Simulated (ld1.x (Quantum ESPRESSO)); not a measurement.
**B: excitation energies, all-electron against RRKJ**

- Element: B
- Generator: ld1.x (Quantum ESPRESSO) 7.5
- Type: norm-conserving RRKJ (Kleinman–Bylander form)
- Functional: PBE
- Relativity: scalar-relativistic
- Frozen core: [He]
- Valence charge: 3
- Reference configuration: 2s1.5 2p1.5
- Partial waves: 2p (bound): rc 2.70 bohr; 3d channel at -0.05 Ry: rc 2.40 bohr; 2s (bound): rc 1.40 bohr
- Local potential: the s channel
- Core correction: a·sin(br)/r model core, default radius (core density twice the valence density)

Energies are relative to the spin-unpolarised reference configuration 2s1.5 2p1.5; without spin polarisation the order of configurations can differ from experiment. The frozen-core shift is the all-electron ΔE with the core orbitals held at their reference shape minus the fully relaxed ΔE.

```csv
valence configuration,charge,ΔE all-electron (eV),error AE − PS (meV),frozen-core shift (meV)
2s2 2p1,0,-2.922,-3.7,+0.1
2s2 2p0,+1,5.297,+94,+0.3
2s1 2p0,+2,30.720,+323,+4.4
2s1 2p1,+1,11.439,-0.4,+0.5
2s1 2p2,0,2.929,-3.8,+0.1
```

Question: What are ΔE and the potential's error for 2s0 2p3?

Answer: ΔE = 8.799 eV all-electron; the error (AE − PS) is -34 meV.

Question: What are ΔE and the potential's error for 2s2 2p1.3?

Answer: ΔE = -3.660 eV all-electron; the error (AE − PS) is -5.9 meV.
